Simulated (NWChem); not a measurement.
System: ZnSiH4O; SMILES [OH][Zn][SiH3]

Parts of the log:

```
             Northwest Computational Chemistry Package (NWChem) 7.3.0
             --------------------------------------------------------

 C1  symmetry detected

                             Geometry "geometry" -> ""
                             -------------------------

 Output coordinates in angstroms (scale by  1.889725989 to convert to a.u.)

  No.       Tag          Charge          X              Y              Z
 ---- ---------------- ---------- -------------- -------------- --------------
    1 Zn                  30.0000    -0.01098301    -0.44768859    -0.00013813
    2 O                    8.0000     0.09521529    -2.22316521     0.00048647
    3 H                    1.0000    -0.73096044    -2.71496486    -0.00083406
    4 Si                  14.0000     0.01711915     1.89875305     0.00022151
    5 H                    1.0000    -1.34142813     2.45803059    -0.29404223
    6 H                    1.0000     0.95470282     2.44184760    -1.03386549
    7 H                    1.0000     0.44578570     2.44852330     1.32589285

 Effective nuclear repulsion energy (a.u.)     226.3627477360

                                 NWChem DFT Module
                                 -----------------

 Summary of "ao basis" -> "ao basis" (spherical)
 ------------------------------------------------------------------------------
       Tag                 Description            Shells   Functions and Types
 ---------------- ------------------------------  ------  ---------------------
 Zn                         def2-svp                11       31   5s3p2d1f
 O                          def2-svp                 6       14   3s2p1d
 H                          def2-svp                 3        5   2s1p
 Si                         def2-svp                 8       18   4s3p1d

            General Information
            -------------------
          SCF calculation type: DFT
          Wavefunction type:  closed shell.
          No. of atoms     :     7
          No. of electrons :    56
           Alpha electrons :    28
            Beta electrons :    28
          Charge           :     0
          Spin multiplicity:     1
          Use of symmetry is: off; symmetry adaption is: off
          Maximum number of iterations: 150
          AO basis - number of functions:    83
                     number of shells:    37
          Convergence on energy requested:  1.00D-06
          Convergence on density requested:  1.00D-05
          Convergence on gradient requested:  5.00D-04

              XC Information
              --------------
                         B3LYP Method XC Potential
                     Hartree-Fock (Exact) Exchange  0.200
                        Slater Exchange Functional  0.800 local
                    Becke 1988 Exchange Functional  0.720 non-local
              Lee-Yang-Parr Correlation Functional  0.810
                  VWN I RPA Correlation Functional  0.190 local

             Grid Information
             ----------------
          Grid used for XC integration:  medium
          Radial quadrature: Mura-Knowles
          Angular quadrature: Lebedev.
          Tag              B.-S. Rad. Rad. Pts. Rad. Cut. Ang. Pts.
          ---              ---------- --------- --------- ---------
          Zn                  1.35      112          10.0       590
          O                   0.60       49          12.0       434
          H                   0.35       45          13.0       434
          Si                  1.10       88          12.0       590
          Grid pruning is: on
          Number of quadrature shells:   429
          Spatial weights used:  Erf1

      Superposition of Atomic Density Guess
      -------------------------------------

 Sum of atomic energies:       -2142.98829416

      Non-variational initial energy
      ------------------------------

 Total energy =   -2143.586286
 1-e energy   =   -3440.823313
 2-e energy   =    1070.874279
 HOMO         =      -0.332834
 LUMO         =      -0.006104

   convergence    iter        energy       DeltaE   RMS-Dens  Diis-err
 ---------------- ----- ----------------- --------- --------- ---------
 d= 0,ls=0.0,diis     1  -2146.0751493528 -2.37D+03  2.79D-02  8.09D-01
 d= 0,ls=0.0,diis     2  -2145.4356356078  6.40D-01  2.08D-02  6.53D+00
 d= 0,ls=0.0,diis     3  -2146.1839608904 -7.48D-01  2.25D-03  2.69D-02
 d= 0,ls=0.0,diis     4  -2146.1842894040 -3.29D-04  9.44D-04  2.93D-02
 d= 0,ls=0.0,diis     5  -2146.1862018968 -1.91D-03  1.61D-04  6.07D-04
  Resetting Diis
 d= 0,ls=0.0,diis     6  -2146.1862468939 -4.50D-05  6.65D-05  2.00D-05
 d= 0,ls=0.0,diis     7  -2146.1862496921 -2.80D-06  2.30D-05  1.22D-06
 d= 0,ls=0.0,diis     8  -2146.1862497435 -5.14D-08  9.94D-06  1.04D-06

         Total DFT energy =    -2146.186249743473
      One electron energy =    -3440.766014050280
           Coulomb energy =     1170.440332582258
    Exchange-Corr. energy =     -102.223316011404
 Nuclear repulsion energy =      226.362747735953

 Numeric. integr. density =       56.000005107269

                       DFT Final Molecular Orbital Analysis
                       ------------------------------------

 Vector   26  Occ=2.000000D+00  E=-3.105576D-01
              MO Center= -5.7D-02, -6.4D-01, -1.3D-03, r^2= 3.9D+00
   Bfn.  Coefficient  Atom+Function         Bfn.  Coefficient  Atom+Function
  ----- ------------  ---------------      ----- ------------  ---------------
     4      0.550147  1 Zn s                 35     -0.303698  2 O  px
     3     -0.279663  1 Zn s                 38     -0.216479  2 O  px
    36      0.214161  2 O  py                34     -0.190912  2 O  s
    59     -0.175269  4 Si py                39      0.166274  2 O  py
    62     -0.155129  4 Si py                33     -0.125134  2 O  s

[...]
```

Level: B3LYP/def2-SVP, vertical spin-unrestricted ions. Structure relaxed at the PBE0/def2-SVP level. B3LYP is NWChem's, with the RPA form of VWN correlation.

Question: Reconstruct the input file.

Answer: Several could match; the one computed here: the input that was run:
```
start job
memory heap 200 mb stack 900 mb global 1100 mb
geometry units angstroms noautoz
  Zn     0.451159    -0.471008     0.000449
  O      0.711018    -2.230573     0.000509
  H     -0.069368    -2.792206     0.001530
  Si     0.275553     1.869022     0.001063
  H     -1.127253     2.308275    -0.289153
  H      1.159451     2.491309    -1.035679
  H      0.658769     2.454061     1.325556
end
basis spherical
  * library def2-svp
end
dft
  xc b3lyp
  iterations 150
  vectors input atomic output neutral.movecs
end
task dft energy
charge 1
dft
  odft
  mult 2
  vectors input atomic output cation.movecs
end
task dft energy
```
